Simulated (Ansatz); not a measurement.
Input for Ansatz (an electronic-structure program): R-B3LYP/def2-TZVPPD on C3H8Si (a complex), monomers drawn apart or pushed together. Files ending in .json are basis or fitting sets from the Basis Set Exchange.

Ansatz 0.2 input:
```yaml
crystal:
  periodic: [false, false, false]
  atoms:
    - {symbol: Si, position_ang: [-0.18064048, -0.03076817, 0.10956112]}
    - {symbol: H, position_ang: [-0.64126556, -1.42512559, 0.28734278]}
    - {symbol: H, position_ang: [-1.04138539, 0.88637235, 0.88805706]}
    - {symbol: H, position_ang: [-0.26707869, 0.32864671, -1.32622388]}
    - {symbol: H, position_ang: [1.22299109, 0.09719007, 0.55753173]}
    - {symbol: C, position_ang: [0.22028244, -1.24026804, 4.95683217]}
    - {symbol: C, position_ang: [0.25488179, 0.04040142, 5.17929235]}
    - {symbol: C, position_ang: [0.28747268, 1.32249622, 5.38856565]}
    - {symbol: H, position_ang: [1.10341398, -1.77886331, 4.63295036]}
    - {symbol: H, position_ang: [-0.69212226, -1.81044520, 5.08738043]}
    - {symbol: H, position_ang: [0.52894807, 1.72921078, 6.36368004]}
    - {symbol: H, position_ang: [0.07312019, 2.02470623, 4.59110340]}
basis:
  gaussian:
    orbitals: def2-TZVPPD.json
hamiltonian:
  xc: {name: B3LYP}
scf: {lower_state_search: off}
```

Output:

```
Functional definition: B3LYP
[...]
these checks for a lower state are left out or cut short: stability, starts, cluster_reference, orbital_swaps, neighbouring_geometries, increment
integrals: 0.20 GiB planned
1309 factors; their error is unknown
mean field: 1.77 GiB planned
mean field evaluation 1: about -11111.9287 eV, gradient 5.5e1 eV
mean field evaluation 2: about -11110.8795 eV, gradient 5.6e1 eV
mean field evaluation 4: about -11119.2453 eV, gradient 5.6e0 eV
mean field evaluation 8: about -11119.3163 eV, gradient 1.1e-1 eV
mean field evaluation 16: about -11119.3159 eV, gradient 1.4e-4 eV
mean field -11119.31590562 eV, -408.6273225884 hartree, gradient 2.7e-6 eV, S^2 0.000000; 0 other end points of the search recorded, 0 dependent functions left out
reference -11119.31624611 eV, -408.6273351012 hartree; 20, 20 occupied and 275, 275 virtual orbitals, 1309 factors
Total energy: -11119.31624611 eV, -408.6273351012 hartree
Checks for a lower state left out: stability, starts, cluster_reference, orbital_swaps, neighbouring_geometries, increment
```

Self-consistency was reached.

Cost: roughly 4 core-seconds.
